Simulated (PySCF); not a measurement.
Simulated absorption spectrum

Species: C₃H₉NSi.
SMILES: `[SiH3]NC1CC1`

Computed, not measured: PySCF 2.14.0, density-fitted response routines, TDDFT CAM-B3LYP/def2-SVPD, vertical, gas phase, core orbitals frozen in the response. Geometry: PBE0-D3(BJ)/def2-SVP, one conformer, isolated molecule. Torsions of this conformer, `[SiH3:1][NH:2][CH:3]1[CH2:4][CH2:5]1`: Si1–N2–C3–C4 -137°.

Each state is given a Gaussian of 0.5 eV full width at half maximum, with ε(max) = 2.175×10⁸ f / Δν̃ (Δν̃ the width in cm⁻¹). The width is an assumption, not a result. The curve ends short of the highest state used, and states not computed would add to its high-energy end.

(E (eV), ε (L mol⁻¹ cm⁻¹)): (5.47, 1), (5.56, 4), (5.64, 11), (5.73, 32), (5.81, 72), (5.89, 141), (5.98, 250), (6.06, 358), (6.15, 453), (6.23, 481), (6.32, 434), (6.40, 342), (6.48, 238), (6.57, 149), (6.65, 122), (6.74, 174), (6.82, 314), (6.91, 603), (6.99, 994), (7.07, 1514), (7.16, 2230), (7.24, 2930), (7.33, 3699), (7.41, 4292), (7.49, 4770), (7.58, 5187), (7.66, 5446), (7.75, 5520), (7.83, 5265), (7.92, 4541)

Q: Locate the maxima and give the states behind the curve.

A: 199 nm (6.22 eV), ε about 480, made up of S1 (100%); 160 nm (7.73 eV), ε about 5500, made up of S5 (19%), S6 (36%) and S7 (34%) (ε in L mol⁻¹ cm⁻¹; maxima over ε = 5, shares over 10%). The states used: S1 6.22 eV (f 0.0089); S2 7.14 eV (f 0.013); S3 7.31 eV (f 0.0067); S4 7.36 eV (f 0.0087); S5 7.46 eV (f 0.043); S6 7.72 eV (f 0.037); S7 7.87 eV (f 0.045); S8 7.92 eV (f 0.012); S9 8.48 eV (f 0.0072); S10 8.52 eV (f 0.0039).

Q: Coming from long wavelengths, where does ε first pass 100 L mol⁻¹ cm⁻¹?

A: At about 212 nm (5.85 eV), 0.38 eV below S1.

Q: On this curve, what absorbance would a 10⁻³ mol/L sample give at 222 nm over a 1 cm path?

A: 222 nm is 5.585 eV, where ε is about 5.3 L mol⁻¹ cm⁻¹, so A = ε c l ≈ 0.0053 (Beer–Lambert, with the gas-phase spectrum and the assumed width).

Q: What would ε be at 7.73 eV, the highest of these maxima, with half the width (0.25 eV)?

A: About 6330 L mol⁻¹ cm⁻¹ against 5530, a factor of about 1.1; a lone state at its own centre would give exactly 2.

All these states lie below the vertical ionisation energy of 8.99 eV (ΔSCF).
